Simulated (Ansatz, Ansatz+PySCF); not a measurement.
```xyz
2

Cu    0.0000    0.0000   -0.0492
H     0.0000    0.0000    1.4269
```

Basis set: def2-SVP (spherical functions). Frozen core: 5 orbitals. Charge 0, multiplicity 1.

Computed with Ansatz (development build ahead of 0.2.0); each method stands on the lowest determinant of its kind that the runs found. Restricted open shells among the atoms or ions are ROHF, correlated in semicanonical orbitals with singles. Restricted functionals stand beside restricted open-shell atoms, which can lie above the unrestricted atoms usual in DFT and then raise those values.

The atomization energy at this shape (free ground-state atoms in the same class of orbitals less the molecule, no zero-point energy) of singlet CuH:

```csv
method,atomization energy
ωB97X (restricted),67.17 kcal/mol
r²SCAN (restricted),68.61 kcal/mol
PBE (restricted),68.35 kcal/mol
RHF-MP2,55.79 kcal/mol
RHF-CCSD(T),58.69 kcal/mol
RHF,30.89 kcal/mol
```

Q: What does PBE0 (restricted) give?

A: 61.44 kcal/mol.
